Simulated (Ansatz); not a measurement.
## What each rung costs, and what it gives

Saddle point of AlH4OF3, closed shell (AlH₃OF₂ ([OH2][AlH]([F])[F]) + HF → AlH₂OF₃ ([OH2][Al]([F])([F])[F]) + H₂; bonds formed: Al1–F8, H2–H7; bonds broken: Al1–H2, H7–F8), PBE0-D4/def2-TZVP structure:

```
9
angstrom
Al -0.3124 -0.5232 0.2118
H -1.9417 -0.2349 0.5307
F -0.3838 -1.6968 -0.9724
F 0.5708 -0.8867 1.5643
H 1.6687 0.9485 -0.4125
O 1.0575 0.3590 -0.8677
H -1.5293 0.8503 0.6871
F -0.6807 1.4750 0.6404
H 1.5507 -0.2913 -1.3818
```

Barriers are electronic and count from the start structure reached by relaxing down the imaginary mode.

Ansatz 0.2.0; basis: as named in each row; cores frozen in the correlated methods. B3LYP uses VWN-RPA correlation. Extrapolation: Hartree–Fock as exp(−7.88 √X), correlation as X^−2.97.

Times are rough, for one single point on 4 threads of a shared host (Arm Neoverse V2).

The estimate by CCSD(T) at an estimated basis limit (MP2 extrapolated from triple and quadruple zeta, plus CCSD(T) − MP2 in triple zeta) is 0.542 eV.

| method | basis | time (s) | barrier (eV) | method less estimate |
| --- | --- | --- | --- | --- |
| HF | STO-3G | under 1 | 1.284 | 0.742 |
| PBE-D4 | STO-3G | under 1 | 0.631 | 0.090 |
| SPW92 | def2-SVP | under 1 | 0.219 | -0.322 |
| PBE-D4 | def2-SVP | under 1 | 0.318 | -0.224 |
| B3LYP-D4 | 6-31G | under 1 | 0.515 | -0.027 |
| PBE0-D4 | def2-SVP | under 1 | 0.387 | -0.155 |
| SPW92 | def2-TZVPP | under 1 | 0.365 | -0.177 |
| PBE-D4 | def2-TZVPP | 1 | 0.461 | -0.081 |
| BLYP-D4 | def2-TZVPP | 1 | 0.526 | -0.016 |
| PBE0-D4 | def2-TZVPP | 2 | 0.512 | -0.030 |
| B3LYP-D4 | def2-TZVPP | 2 | 0.556 | 0.014 |
| BHLYP-D4 | def2-TZVPP | 2 | 0.612 | 0.070 |
| CAM-B3LYP-D4 | def2-TZVPP | 2 | 0.542 | 0.001 |
| r2SCAN-D4 | def2-TZVPP | 3 | 0.419 | -0.123 |
| wB97M-V | def2-SVP | 3 | 0.364 | -0.178 |
| r2SCAN0-D4 | def2-TZVPP | 3 | 0.479 | -0.063 |
| RPA on PBE | def2-TZVPP | 3 | 0.538 | -0.003 |
| PBE-QIDH | def2-TZVPP | 3 | 0.540 | -0.002 |
| CCSD(T) | def2-SVP | 3 | 0.488 | -0.054 |
| B2PLYP | def2-TZVPP | 3 | 0.558 | 0.017 |
| wB97X-V | def2-TZVPP | 4 | 0.515 | -0.026 |
| B97M-V | def2-TZVPP | 6 | 0.553 | 0.012 |
| wB97M-V | def2-TZVPP | 6 | 0.499 | -0.043 |
| MP2 | def2-QZVPP | 13 | 0.524 | -0.018 |
| CCSD(T) | def2-TZVPP | 110 | 0.559 | 0.017 |

All methods are single points on the PBE0-D4 structures.

No T1 diagnostic of these runs exceeds 0.012.

Labels in which every atom is bracketed show which atoms are joined, not bond orders.
